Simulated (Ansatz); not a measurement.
CH$_{4}$AlFO$_{2}$, singlet, at a GFN2-xTB geometry (such geometries of metal compounds can be far from the true shape).

Here is a job for Ansatz (a first-principles code).
Ansatz 0.2 input:
```yaml
crystal:
  periodic: [false, false, false]
  atoms:
    - {symbol: Al, position_ang: [0.02582713, 0.42917901, 0.31546089]}
    - {symbol: F, position_ang: [1.02880439, 1.71123044, 0.05608969]}
    - {symbol: O, position_ang: [-0.99950813, 0.38112299, 1.60759740]}
    - {symbol: H, position_ang: [-1.24706961, 0.90599618, 2.35665290]}
    - {symbol: O, position_ang: [0.14316986, -0.76331544, -0.80740913]}
    - {symbol: C, position_ang: [-0.14305943, -1.98466053, -1.42783094]}
    - {symbol: H, position_ang: [-0.52171638, -1.79578553, -2.43538704]}
    - {symbol: H, position_ang: [0.77348822, -2.57620088, -1.49420480]}
    - {symbol: H, position_ang: [-0.89063177, -2.54890801, -0.86738014]}
basis:
  gaussian:
    orbitals: def2-SV_P_.json
magnetization: {spin_polarized: false}
correlation: {method: mp2}
```
The basis file holds def2-SV(P) in the JSON format of the Basis Set Exchange.

### Question
Give the total energy at the level MP2/def2-SV(P) (Ansatz).

### Answer
-531.8592 Eh

### Question
What number of basis functions does MP2/def2-SV(P) give?

### Answer
82

### Question
What MP2 correlation energy does MP2/def2-SV(P) give?

### Answer
-0.7254 Eh
